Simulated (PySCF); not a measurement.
Finite-field polarisability of Cu (copper, neutral)

[Ar] 3d10 4s1, 2S determinant. Computed with PySCF 2.14 in def2-TZVPPD (6s6p4d2f1g, 67 functions), with the non-relativistic Hamiltonian (point nucleus). Frozen: [Ar]. Energy changes in a uniform field (μhartree):

```
axis  F (au)        HF       MP2      CCSD   CCSD(T)
   x  0.0016   -97.906   -58.382   -72.271   -69.482
   x  0.0032  -391.417  -233.854  -289.102  -277.960
```

Q: Derive α along x at CCSD(T) from the two fields.

A: With ΔE = −αF²/2 − γF⁴/24, α = −(16 ΔE(F) − ΔE(2F))/(6F²) = 54.28 bohr³.

Q: And the mean polarisability at each level?

A: HF 76.50, MP2 45.59, CCSD 56.46, CCSD(T) 54.28 bohr³. Reference: 46.5 ± 0.5 bohr³ (recommended; Schwerdtfeger and Nagle, table of static dipole polarizabilities (2023 update)).

CCSD(T) lies more than 5 % above the reference; correlation of the frozen inner shells, absent here, would lower it.
